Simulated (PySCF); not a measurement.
Compound: methylcyanodiacetylene, C6H3N.
SMILES: `CC#CC#CC#N`

Theory: TDDFT wB97X-D/def2-SVPD, vertical, gas phase, core orbitals frozen in the response (PySCF 2.14.0, density-fitted response routines). Isolated species at its GFN2-xTB geometry, gas phase.

Computed states:

```tsv
state	E (eV)	f
S1	3.97	0.0000
S2	4.15	0.0001
S3	4.15	0.0001
S4	6.32	0.0000
S5	6.60	0.0003
S6	6.60	0.0003
S7	7.05	3.190
```

Each state is given a Gaussian of 0.5 eV full width at half maximum, with ε(max) = 2.175×10⁸ f / Δν̃ (Δν̃ the width in cm⁻¹). The width is an assumption, not a result. The curve ends short of the highest state used, and states not computed would add to its high-energy end.

Problem. What does the envelope look like, and where are its maxima?

Solution. 
```json
{"E (eV)": "3.22", "ε (L mol⁻¹ cm⁻¹)": "0"}
{"E (eV)": "3.31", "ε (L mol⁻¹ cm⁻¹)": "0"}
{"E (eV)": "3.41", "ε (L mol⁻¹ cm⁻¹)": "0"}
{"E (eV)": "3.50", "ε (L mol⁻¹ cm⁻¹)": "0"}
{"E (eV)": "3.59", "ε (L mol⁻¹ cm⁻¹)": "0"}
{"E (eV)": "3.68", "ε (L mol⁻¹ cm⁻¹)": "1"}
{"E (eV)": "3.78", "ε (L mol⁻¹ cm⁻¹)": "2"}
{"E (eV)": "3.87", "ε (L mol⁻¹ cm⁻¹)": "4"}
{"E (eV)": "3.96", "ε (L mol⁻¹ cm⁻¹)": "6"}
{"E (eV)": "4.05", "ε (L mol⁻¹ cm⁻¹)": "9"}
{"E (eV)": "4.14", "ε (L mol⁻¹ cm⁻¹)": "10"}
{"E (eV)": "4.24", "ε (L mol⁻¹ cm⁻¹)": "9"}
{"E (eV)": "4.33", "ε (L mol⁻¹ cm⁻¹)": "7"}
{"E (eV)": "4.42", "ε (L mol⁻¹ cm⁻¹)": "4"}
{"E (eV)": "4.51", "ε (L mol⁻¹ cm⁻¹)": "2"}
{"E (eV)": "4.60", "ε (L mol⁻¹ cm⁻¹)": "1"}
{"E (eV)": "4.70", "ε (L mol⁻¹ cm⁻¹)": "0"}
{"E (eV)": "4.79", "ε (L mol⁻¹ cm⁻¹)": "0"}
{"E (eV)": "4.88", "ε (L mol⁻¹ cm⁻¹)": "0"}
{"E (eV)": "4.97", "ε (L mol⁻¹ cm⁻¹)": "0"}
{"E (eV)": "5.06", "ε (L mol⁻¹ cm⁻¹)": "0"}
{"E (eV)": "5.16", "ε (L mol⁻¹ cm⁻¹)": "0"}
{"E (eV)": "5.25", "ε (L mol⁻¹ cm⁻¹)": "0"}
{"E (eV)": "5.34", "ε (L mol⁻¹ cm⁻¹)": "0"}
{"E (eV)": "5.43", "ε (L mol⁻¹ cm⁻¹)": "0"}
{"E (eV)": "5.52", "ε (L mol⁻¹ cm⁻¹)": "0"}
{"E (eV)": "5.62", "ε (L mol⁻¹ cm⁻¹)": "0"}
{"E (eV)": "5.71", "ε (L mol⁻¹ cm⁻¹)": "0"}
{"E (eV)": "5.80", "ε (L mol⁻¹ cm⁻¹)": "0"}
{"E (eV)": "5.89", "ε (L mol⁻¹ cm⁻¹)": "0"}
{"E (eV)": "5.98", "ε (L mol⁻¹ cm⁻¹)": "1"}
{"E (eV)": "6.08", "ε (L mol⁻¹ cm⁻¹)": "7"}
{"E (eV)": "6.17", "ε (L mol⁻¹ cm⁻¹)": "39"}
{"E (eV)": "6.26", "ε (L mol⁻¹ cm⁻¹)": "192"}
{"E (eV)": "6.35", "ε (L mol⁻¹ cm⁻¹)": "823"}
{"E (eV)": "6.45", "ε (L mol⁻¹ cm⁻¹)": "3405"}
```

Maxima: 298 nm (4.15 eV), ε about 9.7, made up of S2 (50%) and S3 (50%) (ε in L mol⁻¹ cm⁻¹; maxima over ε = 5, shares over 10%). At its high-energy end, 6.45 eV, the curve is still rising (ε about 3400, from S7).

Problem. On this curve, what absorbance would a 10⁻⁵ mol/L sample give at 308 nm over a 1 cm path?

Solution. 308 nm is 4.025 eV, where ε is about 8.1 L mol⁻¹ cm⁻¹, so A = ε c l ≈ 8.1e-05 (Beer–Lambert, with the gas-phase spectrum and the assumed width).

Problem. What would ε be at 4.15 eV, the highest of these maxima, with half the width (0.25 eV)?

Solution. About 19.4 L mol⁻¹ cm⁻¹ against 9.71, a factor of about 2.00; a lone state at its own centre would give exactly 2.

Problem. Coming from long wavelengths, where does ε first pass 100 L mol⁻¹ cm⁻¹?

Solution. At about 199 nm (6.22 eV), 2.25 eV above S1.
